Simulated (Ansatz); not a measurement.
One change: `C[N](C)[Ge][F]` becomes `C[N](C)[GaH][Br]`.

Ansatz, PBE0-D4/def2-TZVP geometries, multiplicity 1. Each molecule was computed in one conformer, which needn't be the lowest.

Scalar relativity is left out up to krypton. Spin–orbit coupling is left out; it splits and shifts lone-pair levels of the heavy atoms by tenths of an eV.

| property | `C[N](C)[Ge][F]` |
| --- | --- |
| HOMO–LUMO gap (PBE0/def2-TZVPP) / eV | 5.55 |
| HOMO–LUMO gap (B3LYP/def2-TZVPP) / eV | 5.11 |
| HOMO energy (B3LYP/def2-TZVPP) / eV | -6.77 |
| LUMO energy (PBE0/def2-TZVPP) / eV | -1.44 |
| LUMO energy (PBE/def2-TZVPP) / eV | -2.16 |
| LUMO energy (B3LYP/def2-TZVPP) / eV | -1.66 |

(1) What does the change do to each property? (Best estimate.)

## Answers

(1) Computed: 
| property | `C[N](C)[GaH][Br]` | shift |
| --- | --- | --- |
| HOMO–LUMO gap (PBE0/def2-TZVPP) / eV | 5.76 | 0.21 |
| HOMO–LUMO gap (B3LYP/def2-TZVPP) / eV | 5.33 | 0.22 |
| HOMO energy (B3LYP/def2-TZVPP) / eV | -6.44 | 0.33 |
| LUMO energy (PBE0/def2-TZVPP) / eV | -0.86 | 0.58 |
| LUMO energy (PBE/def2-TZVPP) / eV | -1.60 | 0.56 |
| LUMO energy (B3LYP/def2-TZVPP) / eV | -1.11 | 0.55 |

With PBE0 the HOMO rises by 0.35 eV and the LUMO rises by 0.58 eV, so the gap widens by about 0.23 eV. PBE moves the HOMO by 0.34 eV and ωB97M-V by 0.31 eV.

B3LYP here is the variant with VWN-RPA as its local correlation; programs differ in this.
